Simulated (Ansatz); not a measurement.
Reaction (substitution at a C–F bond): `FC(Br)I` + HBr → `BrC(Br)I` + H–F

Calculated with Ansatz (gas phase, PBE0-D4/def2-TZVP geometries, no zero-point term in ΔE). CBS: MP2 limit from def2 TZ/QZ plus the TZ coupled-cluster correction, frozen cores. This one scheme is used for every species. Functionals use def2-TZVPP. B3LYP here is the variant with VWN-RPA as its local correlation; programs differ in this. HSE06 is defined as in plane-wave codes. def2 core potentials past Kr. For Br, I outer-core shells are correlated without core-valence functions, which leaves a few kJ/mol of doubt a bond. Scalar relativity is left out up to krypton.

```json
{"level": "LDA (SPW92)", "ΔE (kcal/mol)": "0.9", "difference from CCSD(T)/CBS": "6.2"}
{"level": "PBE-D4", "ΔE (kcal/mol)": "-1.1", "difference from CCSD(T)/CBS": "4.2"}
{"level": "revPBE-D4", "ΔE (kcal/mol)": "-2.0", "difference from CCSD(T)/CBS": "3.3"}
{"level": "BLYP-D4", "ΔE (kcal/mol)": "-0.7", "difference from CCSD(T)/CBS": "4.6"}
{"level": "r2SCAN-D4", "ΔE (kcal/mol)": "0.7", "difference from CCSD(T)/CBS": "6.0"}
{"level": "B97M-V", "ΔE (kcal/mol)": "1.1", "difference from CCSD(T)/CBS": "6.4"}
{"level": "PBE0-D4", "ΔE (kcal/mol)": "-1.6", "difference from CCSD(T)/CBS": "3.7"}
{"level": "B3LYP-D4", "ΔE (kcal/mol)": "-0.9", "difference from CCSD(T)/CBS": "4.4"}
{"level": "r2SCANh-D4", "ΔE (kcal/mol)": "0.2", "difference from CCSD(T)/CBS": "5.5"}
{"level": "r2SCAN0-D4", "ΔE (kcal/mol)": "-0.4", "difference from CCSD(T)/CBS": "4.9"}
{"level": "HSE06-D4", "ΔE (kcal/mol)": "-1.7", "difference from CCSD(T)/CBS": "3.6"}
{"level": "CAM-B3LYP-D4", "ΔE (kcal/mol)": "1.0", "difference from CCSD(T)/CBS": "6.3"}
{"level": "ωB97X-V", "ΔE (kcal/mol)": "-0.1", "difference from CCSD(T)/CBS": "5.2"}
{"level": "ωB97M-V", "ΔE (kcal/mol)": "-0.8", "difference from CCSD(T)/CBS": "4.5"}
{"level": "B2PLYP", "ΔE (kcal/mol)": "-1.5", "difference from CCSD(T)/CBS": "3.8"}
{"level": "PBE-QIDH", "ΔE (kcal/mol)": "-3.5", "difference from CCSD(T)/CBS": "1.8"}
{"level": "PBE", "ΔE (kcal/mol)": "0.3", "difference from CCSD(T)/CBS": "5.6"}
{"level": "revPBE", "ΔE (kcal/mol)": "0.4", "difference from CCSD(T)/CBS": "5.7"}
{"level": "BLYP", "ΔE (kcal/mol)": "2.2", "difference from CCSD(T)/CBS": "7.5"}
{"level": "r2SCAN", "ΔE (kcal/mol)": "1.0", "difference from CCSD(T)/CBS": "6.3"}
{"level": "PBE0", "ΔE (kcal/mol)": "-0.4", "difference from CCSD(T)/CBS": "4.9"}
{"level": "r2SCAN0", "ΔE (kcal/mol)": "0.0", "difference from CCSD(T)/CBS": "5.3"}
{"level": "HSE06", "ΔE (kcal/mol)": "-0.5", "difference from CCSD(T)/CBS": "4.8"}
{"level": "BHLYP", "ΔE (kcal/mol)": "1.5", "difference from CCSD(T)/CBS": "6.8"}
{"level": "CAM-B3LYP", "ΔE (kcal/mol)": "2.3", "difference from CCSD(T)/CBS": "7.6"}
{"level": "RPA@PBE/def2-TZVPP", "ΔE (kcal/mol)": "-2.7", "difference from CCSD(T)/CBS": "2.6"}
{"level": "HF/def2-SVP", "ΔE (kcal/mol)": "6.1", "difference from CCSD(T)/CBS": "11.4"}
{"level": "MP2/def2-SVP", "ΔE (kcal/mol)": "-0.8", "difference from CCSD(T)/CBS": "4.5"}
{"level": "CCSD/def2-SVP", "ΔE (kcal/mol)": "3.0", "difference from CCSD(T)/CBS": "8.3"}
{"level": "CCSD(T)/def2-SVP", "ΔE (kcal/mol)": "2.6", "difference from CCSD(T)/CBS": "7.9"}
{"level": "HF/def2-TZVPP", "ΔE (kcal/mol)": "2.8", "difference from CCSD(T)/CBS": "8.1"}
{"level": "MP2/def2-TZVPP", "ΔE (kcal/mol)": "-7.7", "difference from CCSD(T)/CBS": "-2.4"}
{"level": "SCS-MP2/def2-TZVPP", "ΔE (kcal/mol)": "-5.6", "difference from CCSD(T)/CBS": "-0.3"}
{"level": "CCSD/def2-TZVPP", "ΔE (kcal/mol)": "-2.7", "difference from CCSD(T)/CBS": "2.6"}
{"level": "CCSD(T)/def2-TZVPP", "ΔE (kcal/mol)": "-3.5", "difference from CCSD(T)/CBS": "1.8"}
{"level": "HF/def2-QZVPP", "ΔE (kcal/mol)": "2.8", "difference from CCSD(T)/CBS": "8.1"}
{"level": "MP2/def2-QZVPP", "ΔE (kcal/mol)": "-8.8", "difference from CCSD(T)/CBS": "-3.5"}
{"level": "SCS-MP2/def2-QZVPP", "ΔE (kcal/mol)": "-6.6", "difference from CCSD(T)/CBS": "-1.3"}
{"level": "HF/CBS(def2)", "ΔE (kcal/mol)": "2.8", "difference from CCSD(T)/CBS": "8.1"}
{"level": "MP2/CBS(def2)", "ΔE (kcal/mol)": "-9.6", "difference from CCSD(T)/CBS": "-4.3"}
{"level": "CCSD(T)/CBS", "ΔE (kcal/mol)": "-5.3", "difference from CCSD(T)/CBS": "0"}
```

Largest T1 diagnostic among the species: 0.009.

From r2SCAN to r2SCAN0 (25 % exact exchange), in def2-TZVPP and without D4, ΔE moves by −1.0 kcal/mol. At CCSD(T), def2-SVP lies +7.9 kcal/mol from the extrapolated value and def2-TZVPP +1.8 kcal/mol.
